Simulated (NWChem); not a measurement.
System meant: BaO; SMILES [Ba]=[O]

Input file for NWChem:

```
start job
memory heap 200 mb stack 900 mb global 1100 mb
geometry units angstroms noautoz
  Ba     0.000000     0.000000    -0.196189
  O      0.000000     0.000000     1.772650
end
basis spherical
  Ba library def2-svp
  O library def2-svp
end
ecp
  Ba library def2-ecp
end
dft
  odft
  mult 2
  xc b3lyp
  iterations 150
  mulliken
end
task dft energy
```

End of the output:

```
 ==============================================================================
                                internuclear distances
 ------------------------------------------------------------------------------
       center one      |      center two      | atomic units |  angstroms
 ------------------------------------------------------------------------------
    2 O                |   1 Ba               |     3.72057  |     1.96884
 ------------------------------------------------------------------------------
                         number of included internuclear distances:          1
 ==============================================================================

 Summary of "ao basis" -> "" (spherical)
 ------------------------------------------------------------------------------
       Tag                 Description            Shells   Functions and Types
 ---------------- ------------------------------  ------  ---------------------
 Ba                         def2-svp                 9       23   4s3p2d
 O                          def2-svp                 6       14   3s2p1d

                                 NWChem DFT Module
                                 -----------------

 Summary of "ao basis" -> "ao basis" (spherical)
 ------------------------------------------------------------------------------
       Tag                 Description            Shells   Functions and Types
 ---------------- ------------------------------  ------  ---------------------
 Ba                         def2-svp                 9       23   4s3p2d
 O                          def2-svp                 6       14   3s2p1d

      Symmetry analysis of basis
      --------------------------

        a1         15
        a2          0
        b1          3
        b2          3
        e          16

  number of electrons :                   18
  multiplicity        :                    2
 ------------------------------------------------------------------------
  no. of electrons and multiplicity not compatible                  18
 ------------------------------------------------------------------------
 ------------------------------------------------------------------------
  current input line :
    21: task dft energy
 ------------------------------------------------------------------------
 ------------------------------------------------------------------------
 There is an error in the input file
 ------------------------------------------------------------------------
 For more information see the NWChem manual at https://nwchemgit.github.io

0: no. of electrons and multiplicity not compatible:Received an Error in Communication
```

Q: Can this run be used? If not, why, and what is the fix?

A: The program refused the input. Cause: the multiplicity doesn't fit the number of electrons (an even count wants an odd multiplicity, and the reverse). This input runs:
```
start job
memory heap 200 mb stack 900 mb global 1100 mb
geometry units angstroms noautoz
  Ba     0.000000     0.000000    -0.196189
  O      0.000000     0.000000     1.772650
end
basis spherical
  Ba library def2-svp
  O library def2-svp
end
ecp
  Ba library def2-ecp
end
dft
  xc b3lyp
  iterations 150
  mulliken
end
task dft energy
```
It converges to -100.61330 Ha (B3LYP/def2-SVP with def2 effective core potentials on Ba).
